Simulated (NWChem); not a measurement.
A series in which one site is exchanged, each optimised at PBE0/def2-SVP with NWChem, gas phase unless a solvent is named. This build's default masses of Se (78.918 u) and Br (79.917 u) are each other's, which moves their modes by up to 0.6 %.

A: [BeH][Br] (BeHBr; site = Be)
B: [SeH]Br (HSeBr; site = Se)
C: [ZnH][Br] (ZnHBr; site = Zn)
D: [MgH][Br] (MgHBr; site = Mg)

```json
[
 {"quantity": "dipole (D), PBE0/def2-SVP", "A": "0.28", "B": "___", "C": "1.78", "D": "1.47"},
 {"quantity": "orbital gap (eV), PBE0/def2-SVP", "A": "8.25", "B": "___", "C": "7.79", "D": "7.13"},
 {"quantity": "static polarisability, CAM-B3LYP/def2-SVPD (bohr³)", "A": "37.9", "B": "___", "C": "47.1", "D": "49.8"},
 {"quantity": "lowest singlet excitation, CAM-B3LYP/def2-SVPD, TDA (eV)", "A": "6.79", "B": "___", "C": "6.43", "D": "5.95"}
]
```

Problem. Some entries are withheld; supply them.

Solution. 
- dipole (D), PBE0/def2-SVP, B: 1.31
- orbital gap (eV), PBE0/def2-SVP, B: 4.35
- static polarisability, CAM-B3LYP/def2-SVPD (bohr³), B: 51.4
- lowest singlet excitation, CAM-B3LYP/def2-SVPD, TDA (eV), B: 2.71
